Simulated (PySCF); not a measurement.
## How methods differ on the excitation energy of Pb²⁺

Pb²⁺ [Xe] 4f14 5d10 6s2 (1S) → Pb²⁺ [Xe] 4f14 5d10 6s1 6p1 (3P), as a difference of total energies. All numbers are calculated (PySCF 2.14, scalar relativity through the core potential, in aug-cc-pVQZ-PP with ECP60MDF). Correlated levels: valence: 5s2 5p6 5d10 frozen. The calculations carry no spin-orbit coupling.

```csv
method,excitation energy (eV)
UHF,7.556
LDA,9.726
PBE,9.441
PBE0,9.076
r2SCAN,9.068
B97-3,9.354
MN15,9.520
M06,9.711
MP2 (valence),8.090
SCS-MP2 (valence),8.248
```

**Question.** How much does correlation contribute at MP2 (valence)?

**Answer.** 8.090 − (7.556) = 0.534 eV, measured against UHF.
